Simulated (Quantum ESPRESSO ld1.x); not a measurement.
The numbers below are computed, except where a source is named.
Species: Mg4+. Configuration: [He] 2s2 2p4 (the NIST ground configuration).

Code: ld1.x of Quantum ESPRESSO 7.5. Model: Dirac Kohn-Sham, relativistic LDA (MacDonald-Vosko exchange, VWN5 correlation), spin-unpolarised, spherical densities, point nucleus; open shells are shared between the two j in proportion to 2j + 1.

Energy parts (eV):
part                    energy
total                  -5208.8
kinetic                 5209.5
electron-nucleus      -11848.1
Hartree                 1783.7
exchange-correlation    -353.9

Orbitals (lengths in bohr, moments of r in powers of bohr; <r^-3> diverges for s and p1/2):
\begin{tabular}{lrrrrr}
orbital & occ. & eigenvalue (eV) & <1/r> & <r^-3> & small-component weight \\ \hline
1s1/2 & 2 & -1351.04 & 11.58 & - & 1.78e-03 \\
2s1/2 & 2 & -159.978 & 2.248 & - & 2.65e-04 \\
2p1/2 & 1.33333 & -129.096 & 2.160 & - & 2.49e-04 \\
2p3/2 & 2.66667 & -128.737 & 2.153 & 31.25 & 2.49e-04 \\
3s1/2 & 0 & -45.4790 & 0.7512 & - & 6.54e-05 \\
3p1/2 & 0 & -38.1942 & 0.6949 & - & 5.82e-05 \\
3p3/2 & 0 & -38.1384 & 0.6935 & 4.839 & 5.81e-05 \\
\end{tabular}

The highest occupied level is 2p3/2 at -128.74 eV. For comparison, the ionisation energy in NIST's Atomic Spectra Database is 141.33 eV (semi-empirical). In exact Kohn-Sham theory the highest level is minus the ionisation energy, but local and semilocal functionals leave it too shallow, through self-interaction and a potential that decays too fast; potentials with the right tail come closer. Summed over all electrons, <r^2> = 2.884 bohr^2, which gives a Langevin (diamagnetic) susceptibility term of -2.28 x 10^-6 cm^3/mol.

Beside tabulated values, note that spin-unpolarised runs miss the spin-polarisation part of the exchange energy of open shells.
